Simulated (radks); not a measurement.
Results of a calculation; reference values are marked as such.
Valence configurations of neutral ruthenium (all share [Kr]). Code: a radial shooting solver on a logarithmic mesh with Libxc functionals. Model: scalar-relativistic Kohn-Sham, LDA (Slater exchange, Perdew-Wang correlation), spin-polarised, spherical densities, finite nucleus; open shells are filled with parallel spins first (spin-orbit coupling, left out, can overturn this in heavy ions); Fermi nuclear charge, rms radius 4.4809 fm. Energies are relative to 4d7 5s1; eigenvalues in eV for spin up.

| valence | E (eV) | moment (Bohr magnetons) | e(4d) | e(5p) | e(5s) |
|---|---|---|---|---|---|
| 4d7 5s1 | 0.000 | 4 | -6.089 | - | -4.967 |
| 4d8 | 0.948 | 2 | -3.847 | - | - |
| 4d6 5s2 | 0.956 | 4 | -8.792 | - | -5.815 |
| 4d6.5 5s1 5p0.5 | 1.657 | 5 | -8.082 | -1.996 | -6.014 |
| 4d6 5s1 5p1 | 3.751 | 6 | -10.086 | -2.610 | -6.979 |
| 4d7 5p1 | 3.761 | 4 | -7.529 | -2.117 | - |
| 4d6.5 5p1.5 | 5.768 | 5 | -9.402 | -2.682 | - |
| 4d6 5s0.5 5p1.5 | 5.959 | 6 | -10.720 | -2.926 | -7.387 |
| 4d6 5p2 | 8.212 | 6 | -11.321 | -3.216 | - |
| 4d5 5s1 5p2 | 9.320 | 8 | -14.172 | -3.716 | -8.767 |

NIST lists [Kr] 4d7 5s1 as the ground configuration; this level of theory agrees among the configurations tried. The energies are those of spherical high-spin densities, not of single terms.
